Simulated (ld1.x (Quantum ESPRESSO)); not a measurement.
**Before and after: TM potential for Te (Z = 52)**

* Element: tellurium (Te)
* Generator: ld1.x (Quantum ESPRESSO) 7.5
* Type: norm-conserving Troullier–Martins (Kleinman–Bylander form)
* Functional: LDA (PZ)
* Relativity: scalar-relativistic
* Frozen core: [Kr] 4d10
* Valence charge: 6
* Reference configuration: 5s1 5p5
* Partial waves: 5p (bound): rc 2.10 bohr; 5s (bound): rc 1.75 bohr
* Local potential: the s channel
* Core correction: none

All-electron outer shells of the reference configuration (LDA (PZ), scalar-relativistic, ld1.x):

```json
{"shell": "4p", "level (eV)": "-115.58", "outermost node (bohr)": "0.38", "outermost maximum (bohr)": "0.74"}
{"shell": "4d", "level (eV)": "-43.03", "outermost node (bohr)": "0.36", "outermost maximum (bohr)": "0.81"}
{"shell": "5s", "level (eV)": "-16.12", "outermost node (bohr)": "0.91", "outermost maximum (bohr)": "1.77"}
{"shell": "5p", "level (eV)": "-6.66", "outermost node (bohr)": "1.00", "outermost maximum (bohr)": "2.14"}
```

Change: wave 5s (bound): rc 1.75 bohr becomes 5s (bound): rc 1.14 bohr.

Cutoffs: the cutoffs (Ry, on a coarse ladder) from which the occupation-weighted sum of valence levels, in a spherical-Bessel basis at the reference potential, stays within 10 and 1 mRy of its value at 400 Ry; they do not see the model core or the augmentation charge, which bear on the density cutoff. Errors are all-electron minus pseudo energies relative to the spin-unpolarised reference configuration.

Question: What does the change do?

Answer: A bound ghost appears in p, which as a rule spoils a file; the s channel binds one level more than in the base; the number of tests that count goes from 9 to 7; of the 7 tests that both files solve, the error grows in 6 and shrinks in 0 by more than 15 % and 0.3 meV (median size 8.5 → 56.2 meV). That the errors move this way runs against the usual rule that smaller radii transfer better.

| quantity | base | changed |
| --- | --- | --- |
| cutoff, loose | 25 Ry | 160 Ry |
| cutoff, tight | 40 Ry | over 300 Ry |
| loose cutoff by channel (10 mRy a level) | p 12 Ry, s 21 Ry | p 15 Ry, s 160 Ry |
| bound ghosts | none | p |
| tests counted (converged, no solver errors) | 9 of 9 | 7 of 9 |
| error for 5s2 5p4, meV [ΔE -9.35 eV] | +7.8 | +40 |
| error for 5s2 5p3, meV [ΔE 0.56 eV] | +6.7 | -56 |
| error for 5s2 5p2, meV [ΔE 18.74 eV] | +19 | -207 |
| error for 5s0 5p6, meV [ΔE 9.56 eV] | +8.5 | +49 |
| error for 5s1 5p4, meV [ΔE 10.49 eV] | +2.3 | -54 |
| error for 5s1 5p5 (spin-polarised), meV [ΔE -0.54 eV] | +219 | +223 |
| error for 5s2 5p4 (spin-polarised), meV [ΔE -9.83 eV] | +91 | +126 |
| s: phases at 2.29 bohr within 0.05 rad from the reference energy up to (Ry; the scan ends near 5) | 3.0 | 2.3 |
| p: phases at 2.29 bohr within 0.05 rad from the reference energy up to (Ry; the scan ends near 5) | 4.6 | to the end of the scan |

Changed file: Tests not counted: 5s2 5p1 (pseudo-atom not self-consistent, printed error -392 meV); 5s2 5p0 (pseudo-atom not self-consistent, printed error -1.2 eV). A true bound ghost makes a file unfit for plane-wave use even where its test errors are small: the radial tests pick states by their node count and pass the ghost by. Where a test does run into it, the solver fails or the error is huge.
